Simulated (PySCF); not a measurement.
# Relaxation of singlet BiCl5

Level of theory: PBE0 in PySCF with Bi def2-SVP with ECP60, Cl def2-SVP; scalar-relativistic core potentials, no spin–orbit coupling; density-fitted integrals. A (50,194) grid was used.

A hand-made square pyramidal start, of C4v symmetry, held to at least that symmetry:

Coordinates in bohr (charge 0 multiplicity 1):
```
Bi    0.0000    0.0000   -0.0724
Cl    0.0000    0.0000    4.6519
Cl    4.6211    0.0000   -1.0547
Cl    0.0000    4.6211   -1.0547
Cl   -4.6211    0.0000   -1.0547
Cl    0.0000   -4.6211   -1.0547
```

Task: What does it relax to?

Result: It ends at C4v with Bi–Cl 2.416 Å, Bi–Cl 2.461 Å (×4); Cl–Bi–Cl 87.5° (×4), Cl–Bi–Cl 102.0° (×4), Cl–Bi–Cl 155.9° (×2) (after a last refinement on a finer grid). A frequency run shows 1 imaginary mode, down to 32i cm⁻¹, so it is a saddle point.

Task: How much energy is released, and in how many steps?

Result: 8.0 kJ/mol in 4 steps.

Spin–orbit coupling, left out here, can matter for elements this heavy.

The relaxation took roughly 70 core-seconds on a shared host.
